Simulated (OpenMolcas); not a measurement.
# SbH⁺ at 1.720 Å: OpenMolcas input and output

Input (each module block was a call of its own in one work directory; start orbitals came from a preliminary run):

```
&GATEWAY
Coord
2
angstrom
Sb 0.0 0.0 0.0
H 0.0 0.0 1.7200
Basis=ANO-RCC-VTZP
Group=XY
RX2C
AMFI
ANGMom
0.0 0.0 0.0
RICD
&SEWARD
&GUESSORB
* RASSCF and CASPT2 blocks for each multiplicity and irrep, as for the first:
&RASSCF
FileOrb=$CurrDir/o22.orb
Symmetry=2
Spin=2
nActEl=3 0 0
Inactive=14 10
RAS2=2 2
CIRoot=2 2 1
Linear
Iterations=120 100
OrbListing=Nothing
PRWF=0.15
>>COPY $Project.RasOrb $CurrDir/o22.orb
>>COPY $Project.rasscf.h5 $CurrDir/r22.h5
&CASPT2
XMultistate=all
Imaginary=0.2
IPEA=0.25
MaxIter=40
>>COPY $Project.JobMix JOB001
&RASSI
Nr of JobIphs=3 2 1 5
1 2
1
1 2 3 4 5
SpinOrbit
EJob
Omega
MEES
MESO
Properties=4
'AngMom' 3 'Mltpl  1' 1 'Mltpl  1' 2 'Mltpl  1' 3
Thrs=1.0d-4
>>COPY $Project.rassi.h5 $CurrDir/so.h5
```

```bash
pymolcas m.inp
```

C2 symmetry about the axis (a holds Σ, Δ, Γ; b holds Π, Φ, H; Σ⁺ and Σ⁻ are not told apart); roots by multiplicity and irrep: 2b 2, 4a 1, 2a 5.

RASSI part of the output, in excerpt:

```
SPIN-FREE ENERGIES:
  (Shifted by EMIN (a.u.) =      -6478.6968186962)
 SF State       Relative EMIN(au)   Rel lowest level(eV)    D:o, cm**(-1)      Abs_M
     1             0.0000000000        0.0000000000              0.0000         1.0
     2             0.0000000033        0.0000000886              0.0007         1.0
     3             0.0747786338        2.0348302883          16412.0131         0.0
     4             0.1079215569        2.9366951691          23686.0439         0.0
     5             0.1178352370        3.2064601461          25861.8452         2.0
     6             0.1178644159        3.2072541447          25868.2492         2.0
     7             0.1503686423        4.0917392043          33002.1023         0.0
     8             0.2079725724        5.6592219966          45644.7037         0.0
++ Dipole transition strengths (spin-free states):
     for osc. strength at least  1.00000000E-05
      From   To        Osc. strength     Einstein coefficients Ax, Ay, Az (sec-1)    Total A (sec-1)
         1    4       7.66863474E-03  1.31247899E+05  2.73851053E+06  0.00000000E+00  2.86975842E+06
         1    5       3.09327893E-03  8.38179711E+05  5.41824225E+05  0.00000000E+00  1.38000394E+06
         1    6       3.09404447E-03  5.42226719E+05  8.38802450E+05  0.00000000E+00  1.38102917E+06
         1    7       5.93970291E-03  4.11774302E+06  1.97350008E+05  0.00000000E+00  4.31509303E+06
         1    8       9.88971575E-03  1.31152293E+07  6.28570444E+05  0.00000000E+00  1.37437998E+07
         2    4       7.66863440E-03  2.73851025E+06  1.31247875E+05  0.00000000E+00  2.86975812E+06
         2    5       3.09327867E-03  5.41824187E+05  8.38179557E+05  0.00000000E+00  1.38000374E+06
         2    6       3.09404507E-03  8.38802451E+05  5.42226907E+05  0.00000000E+00  1.38102936E+06
         2    7       5.93970298E-03  1.97350019E+05  4.11774287E+06  0.00000000E+00  4.31509289E+06
         2    8       9.88971458E-03  6.28569967E+05  1.31152278E+07  0.00000000E+00  1.37437977E+07
         7    8       2.42103711E-04  0.00000000E+00  0.00000000E+00  2.58116971E+04  2.58116971E+04
 Electric-quadrupole - electric-quadrupole not included
 Electric-dipole - electric-octupole not included
 Electric-dipole - magnetic-quadrupole not included
   Eigenvalues of complex Hamiltonian:
  (Shifted by EMIN (a.u.) =      -6478.6968186962)
 SO State       Relative EMIN(au)   Rel lowest level(eV)    D:o, cm**(-1)      Omega
     1            -0.0082377988        0.0000000000              0.0000         0.5
     2            -0.0082377988        0.0000000000              0.0000         0.5
     3             0.0060610819        0.3890923651           3138.2416         1.5
     4             0.0060610819        0.3890923651           3138.2416         1.5
     5             0.0734258736        2.2221817304          17923.1044         0.5
     6             0.0734258736        2.2221817304          17923.1044         0.5
     7             0.0755542551        2.2800979433          18390.2301         1.5
     8             0.0755542551        2.2800979433          18390.2301         1.5
     9             0.1066444914        3.1261063709          25213.7483         0.5
    10             0.1066444914        3.1261063709          25213.7483         0.5
    11             0.1178494653        3.4310092436          27672.9558         2.5
    12             0.1178494653        3.4310092436          27672.9558         2.5
    13             0.1184360239        3.4469703160          27801.6905         1.5
    14             0.1184360239        3.4469703160          27801.6905         1.5
    15             0.1534720248        4.4003484689          35491.2039         0.5
    16             0.1534720248        4.4003484689          35491.2039         0.5
    17             0.2083142782        5.8926822094          47527.6873         0.5
    18             0.2083142782        5.8926822094          47527.6873         0.5
 Weights of the five most important spin-orbit-free states for each spin-orbit state.
 SO State  Total energy (au)           Spin-free states, spin, and weights
    1        -0.008238       1 0.5  0.4966    2 0.5  0.4966    3 1.5  0.0032    8 0.5  0.0014    7 0.5  0.0012
    2        -0.008238       1 0.5  0.4966    2 0.5  0.4966    3 1.5  0.0032    8 0.5  0.0014    7 0.5  0.0012
    3         0.006061       2 0.5  0.4918    1 0.5  0.4918    3 1.5  0.0113    5 0.5  0.0025    6 0.5  0.0025
    4         0.006061       2 0.5  0.4918    1 0.5  0.4918    3 1.5  0.0113    5 0.5  0.0025    6 0.5  0.0025
    5         0.073426       3 1.5  0.9751    7 0.5  0.0201    2 0.5  0.0019    1 0.5  0.0019    4 0.5  0.0008
    6         0.073426       3 1.5  0.9751    7 0.5  0.0201    2 0.5  0.0019    1 0.5  0.0019    4 0.5  0.0008
    7         0.075554       3 1.5  0.9886    2 0.5  0.0055    1 0.5  0.0055    5 0.5  0.0002    6 0.5  0.0002
    8         0.075554       3 1.5  0.9886    2 0.5  0.0055    1 0.5  0.0055    5 0.5  0.0002    6 0.5  0.0002
    9         0.106644       4 0.5  0.9678    7 0.5  0.0279    3 1.5  0.0029    2 0.5  0.0006    1 0.5  0.0006
   10         0.106644       4 0.5  0.9678    7 0.5  0.0279    3 1.5  0.0029    2 0.5  0.0006    1 0.5  0.0006
   11         0.117849       5 0.5  0.5247    6 0.5  0.4753    2 0.5  0.0000    1 0.5  0.0000    3 1.5  0.0000
   12         0.117849       5 0.5  0.5247    6 0.5  0.4753    2 0.5  0.0000    1 0.5  0.0000    3 1.5  0.0000
   13         0.118436       6 0.5  0.5220    5 0.5  0.4725    1 0.5  0.0027    2 0.5  0.0027    3 1.5  0.0002
   14         0.118436       6 0.5  0.5220    5 0.5  0.4725    1 0.5  0.0027    2 0.5  0.0027    3 1.5  0.0002
   15         0.153472       7 0.5  0.9508    4 0.5  0.0301    3 1.5  0.0186    2 0.5  0.0002    1 0.5  0.0002
   16         0.153472       7 0.5  0.9508    4 0.5  0.0301    3 1.5  0.0186    2 0.5  0.0002    1 0.5  0.0002
   17         0.208314       8 0.5  0.9982    2 0.5  0.0007    1 0.5  0.0007    3 1.5  0.0002    4 0.5  0.0002
   18         0.208314       8 0.5  0.9982    2 0.5  0.0007    1 0.5  0.0007    3 1.5  0.0002    4 0.5  0.0002
++ Dipole transition strengths (SO states):
        for osc. strength at least   1.00000000E-05
      From   To        Osc. strength     Einstein coefficients Ax, Ay, Az (sec-1)    Total A (sec-1)
         1    5       9.15492310E-05  9.80829353E+03  9.80829106E+03  0.00000000E+00  1.96165846E+04
         1    9       9.83296884E-03  2.08483482E+06  2.08483548E+06  0.00000000E+00  4.16967029E+06
         1   13       6.52208400E-03  1.68128376E+06  1.68128384E+06  0.00000000E+00  3.36256760E+06
         1   15       3.63181132E-03  1.52572798E+06  1.52572701E+06  0.00000000E+00  3.05145499E+06
         1   16       1.02732044E-05  0.00000000E+00  0.00000000E+00  8.63156646E+03  8.63156646E+03
         1   17       1.03748669E-02  7.81606610E+06  7.81606272E+06  0.00000000E+00  1.56321288E+07
         2    6       9.15492310E-05  9.80829353E+03  9.80829106E+03  0.00000000E+00  1.96165846E+04
         2   10       9.83296884E-03  2.08483482E+06  2.08483548E+06  0.00000000E+00  4.16967029E+06
         2   14       6.52208400E-03  1.68128376E+06  1.68128384E+06  0.00000000E+00  3.36256760E+06
         2   15       1.02732044E-05  0.00000000E+00  0.00000000E+00  8.63156646E+03  8.63156646E+03
         2   16       3.63181132E-03  1.52572798E+06  1.52572701E+06  0.00000000E+00  3.05145499E+06
         2   18       1.03748669E-02  7.81606610E+06  7.81606272E+06  0.00000000E+00  1.56321288E+07
         3    5       2.47247391E-05  1.80251296E+03  1.80251421E+03  0.00000000E+00  3.60502717E+03
         3    9       5.26132567E-03  8.55123591E+05  8.55123158E+05  0.00000000E+00  1.71024675E+06
         3   11       5.76977190E-03  1.15833154E+06  1.15833155E+06  0.00000000E+00  2.31666309E+06
         3   14       2.93059605E-05  0.00000000E+00  0.00000000E+00  1.18906557E+04  1.18906557E+04
         3   15       8.56786632E-03  2.99097621E+06  2.99097702E+06  0.00000000E+00  5.98195323E+06
         3   17       8.96085973E-03  5.88872495E+06  5.88872723E+06  0.00000000E+00  1.17774522E+07
         4    6       2.47247391E-05  1.80251296E+03  1.80251421E+03  0.00000000E+00  3.60502717E+03
         4   10       5.26132567E-03  8.55123591E+05  8.55123158E+05  0.00000000E+00  1.71024675E+06
         4   12       5.76977190E-03  1.15833154E+06  1.15833155E+06  0.00000000E+00  2.31666309E+06
         4   13       2.93059605E-05  0.00000000E+00  0.00000000E+00  1.18906557E+04  1.18906557E+04
         4   16       8.56786632E-03  2.99097621E+06  2.99097702E+06  0.00000000E+00  5.98195323E+06
         4   18       8.96085973E-03  5.88872495E+06  5.88872723E+06  0.00000000E+00  1.17774522E+07
         5   15       2.54858730E-05  0.00000000E+00  0.00000000E+00  5.24676130E+03  5.24676130E+03
         5   18       2.98877156E-05  8.73620551E+03  8.73620564E+03  0.00000000E+00  1.74724112E+04
         6   16       2.54858730E-05  0.00000000E+00  0.00000000E+00  5.24676130E+03  5.24676130E+03
         6   17       2.98877156E-05  8.73620551E+03  8.73620564E+03  0.00000000E+00  1.74724112E+04
         7    9       1.80482530E-05  2.80261939E+02  2.80261913E+02  0.00000000E+00  5.60523852E+02
         7   11       2.44304323E-05  7.02092625E+02  7.02092634E+02  0.00000000E+00  1.40418526E+03
         7   15       5.09032951E-05  4.96477755E+03  4.96477789E+03  0.00000000E+00  9.92955544E+03
         7   17       6.52130240E-05  1.84650231E+04  1.84650240E+04  0.00000000E+00  3.69300470E+04
         8   10       1.80482530E-05  2.80261939E+02  2.80261913E+02  0.00000000E+00  5.60523852E+02
         8   12       2.44304323E-05  7.02092625E+02  7.02092634E+02  0.00000000E+00  1.40418526E+03
         8   16       5.09032951E-05  4.96477755E+03  4.96477789E+03  0.00000000E+00  9.92955544E+03
         8   18       6.52130240E-05  1.84650231E+04  1.84650240E+04  0.00000000E+00  3.69300470E+04
         9   18       3.51919470E-05  5.84397052E+03  5.84397030E+03  0.00000000E+00  1.16879408E+04
        10   17       3.51919470E-05  5.84397052E+03  5.84397030E+03  0.00000000E+00  1.16879408E+04
        13   18       5.12628331E-05  6.65262049E+03  6.65262049E+03  0.00000000E+00  1.33052410E+04
        14   17       5.12628331E-05  6.65262049E+03  6.65262049E+03  0.00000000E+00  1.33052410E+04
        15   17       2.41556410E-04  0.00000000E+00  0.00000000E+00  2.33431807E+04  2.33431807E+04
        16   18       2.41556410E-04  0.00000000E+00  0.00000000E+00  2.33431807E+04  2.33431807E+04
 Electric-quadrupole - electric-quadrupole not included
 Electric-dipole - electric-octupole not included
 Electric-dipole - magnetic-quadrupole not included
```

Only roots inside an energy window near the equilibrium distance were included, so the list of states is not complete; labels number the states computed. Each spin and symmetry block has orbitals of its own, averaged over its own roots, so gaps between blocks are less sure than gaps within one and near the minimum can be off by tenths of an eV, in bad cases by more. No Rydberg orbitals are active, so Rydberg states, and σ→σ* states whose orbital the CASSCF left unused, can be missing between those listed. CASPT2 splits the two components of degenerate states numerically, here by up to 6 cm⁻¹. No roots were computed in block 4b (none fell in the window or the block failed), so states of that kind are missing and can lie low or lowest.
